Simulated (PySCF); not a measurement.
Al(F)(Me)(NHMe) (C2H7AlFN), SMILES [Al]([F])([NH]C)[CH3]. Atoms are numbered in the order given.

```xyz
12

Al    -0.1051     0.5217     0.0000
F     -1.3511     1.6391     0.0000
C      1.7440     1.1189     0.0000
H      2.4595     0.2810     0.0000
H      1.9549     1.7423     0.8854
H      1.9549     1.7423    -0.8854
N     -0.6125    -1.1768     0.0000
C      0.2063    -2.3756     0.0000
H     -1.6068    -1.3927     0.0000
H      0.0368    -3.0108    -0.8905
H      0.0368    -3.0108     0.8905
H      1.2754    -2.1079     0.0000
```

Geometry: B3LYP-D3(BJ)/def2-SVP. One conformer was computed; it need not be the lowest.

Two levels are set side by side: PBE/pcSseg-1 (PySCF) and PBE0/pcSseg-1 (PySCF). GIAO shifts against CFCl3 (¹⁹F), NH3 (¹⁵N), TMS (¹H), TMS (¹³C) at the same level; non-relativistic, no solvent, atoms listed together averaged. Differences are taken from unrounded values.

```csv
quantity,PBE0,PBE,PBE minus PBE0
δ(¹⁹F) of F2 (ppm),-180.8,-194.2,-13.4
δ(¹³C) of C3 (ppm),-18.5,-19.6,-1.1
"δ(¹H) of H4, H5, H6 (ppm)",-0.05,-0.08,-0.03
δ(¹⁵N) of N7 (ppm),43.7,55.5,11.8
δ(¹³C) of C8 (ppm),33.6,35.0,1.4
δ(¹H) of H9 (ppm),1.09,1.34,0.25
```

Rough cost on one machine, each run with all the roots and properties that it gave: PBE0 against PBE within a factor of 2.
